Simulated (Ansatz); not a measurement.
The inner images of a band of Cl2FH2NTi + H2S (10 atoms, charge 0, multiplicity 1) are given out of order.

The calculation used RKS B3LYP-D4/def2-SVP in Ansatz.

Initial state:

```xyz
10
Properties=species:S:1:pos:R:3
Ti -0.299 -0.269 0.129
N 0.074 -0.478 1.904
H -0.301 -1.181 2.540
H 0.748 0.155 2.347
Cl 1.598 -0.326 -0.993
Cl -1.225 1.729 -0.175
F -1.379 -1.551 -0.313
S 2.100 2.369 1.839
H 1.348 3.125 2.674
H 1.246 2.573 0.808
```

Final state:

```xyz
10
Properties=species:S:1:pos:R:3
Ti -0.033 0.731 0.081
N 0.637 -0.089 2.110
H 0.417 -1.088 2.099
H 1.641 -0.004 2.275
Cl 1.423 -0.778 -0.679
Cl -0.631 1.772 -1.768
F -1.562 0.100 0.661
S 0.724 2.767 0.923
H 1.152 2.408 2.157
H 0.141 0.329 2.900
```

Task: Put them in order from the first end to the last, with their energies above the first end.
A.
```xyz
10
Properties=species:S:1:pos:R:3
Ti -0.037 0.094 0.171
N 0.077 -0.268 1.995
H -0.564 -0.939 2.417
H 0.859 -0.083 2.618
Cl 1.869 0.032 -0.963
Cl -1.574 1.624 -0.358
F -0.862 -1.359 -0.303
S 1.177 2.593 1.196
H 2.390 2.168 1.623
H 0.574 2.283 2.365
```
B.
```xyz
10
Properties=species:S:1:pos:R:3
Ti 0.030 0.325 0.161
N 0.142 0.027 2.147
H -0.675 -0.435 2.557
H 0.976 -0.479 2.458
Cl 1.860 0.217 -1.046
Cl -1.638 1.599 -0.460
F -0.645 -1.259 -0.125
S 1.044 2.603 1.394
H 2.323 2.163 1.461
H 0.491 1.385 2.215
```
C.
```xyz
10
Properties=species:S:1:pos:R:3
Ti 0.071 0.639 0.066
N 0.430 -0.002 2.221
H -0.345 -0.641 2.416
H 1.302 -0.509 2.382
Cl 1.862 -0.138 -0.923
Cl -1.229 1.753 -1.322
F -1.044 -0.726 0.316
S 0.727 2.723 0.981
H 1.751 2.266 1.748
H 0.383 0.781 2.874
```
D.
```xyz
10
Properties=species:S:1:pos:R:3
Ti -0.130 -0.147 0.123
N 0.044 -0.482 1.926
H -0.333 -1.298 2.404
H 0.561 0.139 2.543
Cl 1.802 -0.218 -0.960
Cl -1.389 1.632 -0.328
F -1.034 -1.534 -0.381
S 1.442 2.537 1.208
H 2.396 2.429 2.164
H 0.549 3.089 2.061
```
E.
```xyz
10
Properties=species:S:1:pos:R:3
Ti -0.254 -0.342 0.069
N 0.033 -0.475 1.871
H -0.352 -1.163 2.516
H 0.663 0.195 2.320
Cl 1.677 -0.447 -0.987
Cl -1.228 1.605 -0.363
F -1.289 -1.666 -0.354
S 1.904 2.465 1.521
H 2.078 2.955 2.770
H 0.676 3.019 1.399
```
F.
```xyz
10
Properties=species:S:1:pos:R:3
Ti 0.010 0.702 0.066
N 0.573 -0.075 2.161
H -0.041 -0.881 2.298
H 1.539 -0.384 2.280
Cl 1.731 -0.429 -0.732
Cl -0.882 1.759 -1.651
F -1.390 -0.275 0.508
S 0.579 2.773 0.985
H 1.434 2.356 1.950
H 0.355 0.600 2.895
```
G.
```xyz
10
Properties=species:S:1:pos:R:3
Ti 0.127 0.591 0.089
N 0.242 0.061 2.240
H -0.591 -0.480 2.483
H 1.056 -0.519 2.459
Cl 1.869 0.117 -1.157
Cl -1.533 1.672 -0.849
F -0.619 -1.030 0.169
S 0.956 2.655 1.020
H 2.112 2.151 1.525
H 0.291 0.927 2.782
```

Result: E (+0.04 eV), D (+0.07 eV), A (+0.17 eV), B (+0.73 eV), G (-0.24 eV), C (-0.39 eV), F (-0.58 eV).

Run time: 6.6 min on 4 threads of Arm Neoverse V2, on a shared host, peak memory 0.41 GiB.
